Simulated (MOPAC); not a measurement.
Input file for MOPAC: AM1 on C2H6OSi (SMILES CO[Si]C), a point of a torsion scan.

```
AM1 1SCF PRECISE CHARGE=0 THREADS=1
C2H6OSi

C      1.89024279 1    -0.33046942 1    -0.03343996 1
O      1.25629649 1     0.84106689 1    -0.41183150 1
Si     1.74055481 1     1.99001087 1    -1.49229657 1
C      0.20794414 1     3.11222870 1    -1.27352679 1
H      2.96991799 1    -0.18750592 1     0.07051767 1
H      1.71537448 1    -1.11673831 1    -0.77464303 1
H      1.47945356 1    -0.65268660 1     0.92573370 1
H     -0.53172786 1     2.69306598 1    -0.59120826 1
H     -0.27598668 1     3.28646995 1    -2.23335707 1
H      0.50283302 1     4.08941543 1    -0.89376792 1
```

The log:

```
*******************************************************************************
 **                                                                           **
 **                              MOPAC v23.2.5                                **
 **                                                                           **
 *******************************************************************************
 ** MOPAC's Digital Object Identifier: https://doi.org/10.5281/zenodo.6511958 **
 **                                                                           **
 ** Please cite the open-source release paper for use of this MOPAC version:  **
 ** J. E. Moussa and J. J. P. Stewart (2026)                                  **
 ** MOPAC: An open-source semiempirical molecular orbital program             **
 ** J. Open Source Softw., 11(119), 8025, https://doi.org/10.21105/joss.08025 **
 *******************************************************************************

                              AM1 CALCULATION RESULTS

 *******************************************************************************
 *  AM1        - The AM1 Hamiltonian to be used
 *
 *
 *
 *                 CHARGE ON SYSTEM = 0
 *
 *
 *
 *  PRECISE    - TIGHTER CRITERIA TO BE USED
 *  1SCF       - DO 1 SCF AND THEN STOP
 *  THREADS=1  - MULTI-THREADING NOT USED
 *  T=         - A TIME OF 172800.0 SECONDS REQUESTED
 *  DUMP=N     - RESTART FILE WRITTEN EVERY 7200.0 SECONDS REQUESTED
 *******************************************************************************
AM1 1SCF PRECISE CHARGE=0 THREADS=1
 C2H6OSi

   ATOM   CHEMICAL          X               Y               Z
  NUMBER   SYMBOL      (ANGSTROMS)     (ANGSTROMS)     (ANGSTROMS)

     1       C          1.89024279  *  -0.33046942  *  -0.03343996  *
     2       O          1.25629649  *   0.84106689  *  -0.41183150  *
     3      Si          1.74055481  *   1.99001087  *  -1.49229657  *
     4       C          0.20794414  *   3.11222870  *  -1.27352679  *
     5       H          2.96991799  *  -0.18750592  *   0.07051767  *
     6       H          1.71537448  *  -1.11673831  *  -0.77464303  *
     7       H          1.47945356  *  -0.65268660  *   0.92573370  *
     8       H         -0.53172786  *   2.69306598  *  -0.59120826  *
     9       H         -0.27598668  *   3.28646995  *  -2.23335707  *
    10       H          0.50283302  *   4.08941543  *  -0.89376792  *



          CARTESIAN COORDINATES

    NO.       ATOM           X           Y           Z

     1         C          1.8902     -0.3305     -0.0334
     2         O          1.2563      0.8411     -0.4118
     3        Si          1.7406      1.9900     -1.4923
     4         C          0.2079      3.1122     -1.2735
     5         H          2.9699     -0.1875      0.0705
     6         H          1.7154     -1.1167     -0.7746
     7         H          1.4795     -0.6527      0.9257
     8         H         -0.5317      2.6931     -0.5912
     9         H         -0.2760      3.2865     -2.2334
    10         H          0.5028      4.0894     -0.8938

  H: (AM1): M.J.S. DEWAR ET AL, J. AM. CHEM. SOC. 107 3902-3909 (1985)
  C: (AM1): M.J.S. DEWAR ET AL, J. AM. CHEM. SOC. 107 3902-3909 (1985)
  O: (AM1): M.J.S. DEWAR ET AL, J. AM. CHEM. SOC. 107 3902-3909 (1985)
 Si: (AM1): M.J.S.DEWAR, C. JIE, ORGANOMETALLICS, 6, 1486-1490 (1987).

           Empirical Formula: C2 H6 O Si  =    10 atoms



      MOLECULAR POINT GROUP   :   C1


      RHF CALCULATION, NO. OF DOUBLY OCCUPIED LEVELS = 12


 -------------------------------------------------------------------------------
 AM1 1SCF PRECISE CHARGE=0 THREADS=1
 C2H6OSi



     1SCF WAS SPECIFIED, SO BFGS WAS NOT USED
     SCF FIELD WAS ACHIEVED


                              AM1 CALCULATION
                                                       MOPAC v23.2.5 Linux




          FINAL HEAT OF FORMATION =        -29.13081 KCAL/MOL =    -121.88331 KJ/MOL


          COSMO AREA              =        122.03 SQUARE ANGSTROMS
          COSMO VOLUME            =        110.63 CUBIC ANGSTROMS

          IONIZATION POTENTIAL    =          7.471549 EV
          HOMO LUMO ENERGIES (EV) =         -7.472 -0.318
          NO. OF FILLED LEVELS    =         12
          MOLECULAR WEIGHT        =         74.1543         POINT GROUP:  C1

          MOLECULAR DIMENSIONS (Angstroms)

            Atom       Atom       Distance
            H    10    H     6     5.34682
            H     9    H     5     3.24396
           Si     3    H     7     2.30963


          SCF CALCULATIONS        =          1





   ATOM   CHEMICAL          X               Y               Z
  NUMBER   SYMBOL      (ANGSTROMS)     (ANGSTROMS)     (ANGSTROMS)

     1       C          1.89024279  *  -0.33046942  *  -0.03343996  *
     2       O          1.25629649  *   0.84106689  *  -0.41183150  *
     3      Si          1.74055481  *   1.99001087  *  -1.49229657  *
     4       C          0.20794414  *   3.11222870  *  -1.27352679  *
     5       H          2.96991799  *  -0.18750592  *   0.07051767  *
     6       H          1.71537448  *  -1.11673831  *  -0.77464303  *
     7       H          1.47945356  *  -0.65268660  *   0.92573370  *
     8       H         -0.53172786  *   2.69306598  *  -0.59120826  *
     9       H         -0.27598668  *   3.28646995  *  -2.23335707  *
    10       H          0.50283302  *   4.08941543  *  -0.89376792  *

                             CARTESIAN COORDINATES

   1    C        1.890242790    -0.330469420    -0.033439960
   2    O        1.256296490     0.841066890    -0.411831500
   3   Si        1.740554810     1.990010870    -1.492296570
   4    C        0.207944140     3.112228700    -1.273526790
   5    H        2.969917990    -0.187505920     0.070517670
   6    H        1.715374480    -1.116738310    -0.774643030
   7    H        1.479453560    -0.652686600     0.925733700
   8    H       -0.531727860     2.693065980    -0.591208260
   9    H       -0.275986680     3.286469950    -2.233357070
  10    H        0.502833020     4.089415430    -0.893767920


           Empirical Formula: C2 H6 O Si  =    10 atoms



      MOLECULAR POINT GROUP   :   C1


                  EIGENVALUES
 -38.19046 -28.72869 -27.32312 -18.00515 -16.17663 -16.14527 -13.33595 -13.23657
 -12.17915 -11.58029 -11.52232  -7.47155  -0.31809   1.48255   2.30204   4.14718
   4.23443   4.58538   4.77336   4.94926   5.47038   5.88817


              NET ATOMIC CHARGES AND DIPOLE CONTRIBUTIONS

  ATOM NO.   TYPE          CHARGE      No. of ELECS.   s-Pop       p-Pop
    1          C           0.000092        3.9999     1.21356     2.78634
    2          O          -0.557504        6.5575     1.83324     4.72426
    3         Si           0.693888        3.3061     1.45850     1.84762
    4          C          -0.584520        4.5845     1.27323     3.31129
    5          H           0.048843        0.9512     0.95116
    6          H           0.055948        0.9441     0.94405
    7          H           0.081898        0.9181     0.91810
    8          H           0.087214        0.9128     0.91279
    9          H           0.086923        0.9131     0.91308
   10          H           0.087218        0.9128     0.91278
 DIPOLE           X         Y         Z       TOTAL
 POINT-CHG.     3.466    -0.745    -1.677     3.922
 HYBRID        -3.261    -0.354     2.280     3.995
 SUM            0.205    -1.099     0.603     1.270


          ATOMIC ORBITAL ELECTRON POPULATIONS

     Atom    s        px        py        pz
    1  C   1.21356   0.94797   0.84198   0.99639
    2  O   1.83324   1.66502   1.36910   1.69014
    3 Si   1.45850   0.88763   0.43361   0.52637
    4  C   1.27323   1.16279   1.10928   1.03922
    5  H   0.95116
    6  H   0.94405
    7  H   0.91810
    8  H   0.91279
    9  H   0.91308
   10  H   0.91278

 **********************
 *                    *
 * JOB ENDED NORMALLY *
 *                    *
 **********************




 == MOPAC DONE ==
```

The run finished.

Cost: around 0.03 core-seconds (rough).
